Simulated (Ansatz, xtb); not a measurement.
**CH3FSi2: which of two structures lies lower**

Structure X is a singlet given by its coordinates and structure Y is `F[Si@@H]1C[Si]1`, a singlet. Both are isolated molecules in the gas phase, relaxed with PBE0-D3(BJ)/def2-SVP.

X (Å):

| atom | x (Å) | y (Å) | z (Å) |
| --- | --- | --- | --- |
| C | -1.4750 | 0.1426 | -1.2255 |
| F | -3.8184 | -0.9458 | -1.3774 |
| Si | -2.9439 | -0.1154 | -0.1960 |
| Si | -1.9080 | -0.6131 | -2.7241 |
| H | -3.7741 | 1.0628 | 0.1882 |
| H | -2.8529 | -1.0310 | 0.9780 |
| H | -0.5503 | 0.6556 | -0.9441 |

Close contacts (Å): C1–Si3 1.81, C1–Si4 1.73, F2–Si3 1.69, Si3–Si4 2.78, C1–H7 1.09, Si3–H5 1.49, Si3–H6 1.49.

Y (Å):

| atom | x (Å) | y (Å) | z (Å) |
| --- | --- | --- | --- |
| C | -2.6518 | 0.7877 | -0.6390 |
| F | -2.7862 | -1.7048 | -2.3242 |
| Si | -2.2923 | -1.0180 | -0.9275 |
| Si | -0.7995 | 0.7518 | -1.1511 |
| H | -2.6959 | -1.9019 | 0.1966 |
| H | -3.3719 | 1.5472 | -0.9711 |
| H | -2.6965 | 0.7017 | 0.4717 |

Question: Estimate which is lower in electronic energy at CCSD(T)/def2-TZVP, and by roughly how much.

Answer: The CCSD(T)/def2-TZVP calculation puts structure X lower, by 12.5 kcal/mol.

How the difference moves with the method:

| level | geometry | E(Y) − E(X) (kcal/mol) | departure from the last row (kcal/mol) | job, with rough time for the two |
| --- | --- | --- | --- | --- |
| PBE0-D3(BJ)/def2-SVP | PBE0-D3(BJ)/def2-SVP | +9.6 | −2.9 | optimisation, 37 s |
| HF/def2-TZVP | PBE0-D3(BJ)/def2-SVP | +15.5 | +3.0 | part of the CCSD(T) run |
| MP2/def2-TZVP | PBE0-D3(BJ)/def2-SVP | +14.1 | +1.6 | part of the CCSD(T) run |
| CCSD(T)/def2-TZVP | PBE0-D3(BJ)/def2-SVP | +12.5 |  | single point, 52 s |

None of the levels shown reverses the order. The largest departure from CCSD(T)/def2-TZVP is that of HF/def2-TZVP, 3.0 kcal/mol. Levels run at GFN2-xTB geometries aren't shown.

With harmonic frequencies from PBE0-D3(BJ)/def2-SVP (ideal gas, rigid rotor, one conformer each, 298.15 K, 1 atm): the zero-point term adds +0.6 kcal/mol; ΔH is +13.2 and ΔG +13.0 kcal/mol.

The correlated steps freeze 12 core orbitals. Mirror images aren't counted in ΔG. Programs: Ansatz 0.2.0; the last row on 2 threads of Arm Neoverse V1 on a shared host.
